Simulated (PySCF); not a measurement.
These are PySCF with PBE-D3(BJ)/def2-TZVP // PBE0-D4/def2-TZVP values and carry that method's errors. Isolated molecules, 0 K electronic values unless said otherwise. Excitations are Tamm–Dancoff values on a coarser integration grid. The basis has no diffuse functions, so Rydberg states are missing or too high.

Reference species (SMILES): `F/C=C\Cl` (neutral, multiplicity 1).

```yaml
HOMO–LUMO gap: 5.16 eV
S1 oscillator strength: 0.001
S1 excitation (TDA): 6.18 eV
T1 excitation (TDA): 4.30 eV
```

Changed species: `F/C=C/Cl`.

**Question.** Predict the effect on the HOMO–LUMO gap, S1 oscillator strength, S1 excitation (TDA) and T1 excitation (TDA).

**Answer.** the HOMO–LUMO gap falls by 0.16 eV, to 5.00 eV; the S1 oscillator strength is nearly the same; the S1 excitation (TDA) falls by 0.12 eV, to 6.06 eV; the T1 excitation (TDA) falls by 0.15 eV, to 4.15 eV.
